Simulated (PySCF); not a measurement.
# Electronic structure of Ti²⁺ (titanium, charge +2) at the UHF level

Configuration: [Ar] 3d2, high-spin 3F determinant. Computed with PySCF 2.14 in pcseg-2 (6s4p3d2f1g, 56 functions), with no relativity, point nucleus.

* Total energy: -847.720824 hartree
* One-electron energy: -1150.7380 hartree
* Hartree (Coulomb) energy: 343.8433 hartree
* Exchange energy: -40.8261 hartree
* Kinetic energy: 848.59440 hartree
* ⟨S²⟩: 2.0028
* ⟨L²⟩: 12.039
* Sum of ⟨r⟩: 13.86 bohr
* Sum of ⟨r²⟩: 16.45 bohr²
* Density at the nucleus (Gaussians lack the cusp): 7050 bohr⁻³
* Spin density at the nucleus: -0.201 bohr⁻³
* Langevin diamagnetic susceptibility: -13.0 ×10⁻⁶ cm³/mol
* Time after the integrals: 0.29 s of wall time on 1 thread of Neoverse-V1 (shared host)

```
shell  electrons  mean orbital energy (hartree)  rms radius, mean of both spins (bohr)
 1s α          1                     -183.80467                                 0.0813
 1s β          1                     -183.80439                                 0.0813
 2s α          1                      -21.98165                                  0.354
 2s β          1                      -21.94384                                  0.354
 2p α          3                      -18.35745                                  0.322
 2p β          3                      -18.31893                                  0.322
 3s α          1                       -3.50301                                   1.09
 3s β          1                       -3.37088                                   1.09
 3p α          3                       -2.45011                                   1.18
 3p β          3                       -2.28627                                   1.18
 3d α          2                       -1.02844                                   1.55
```
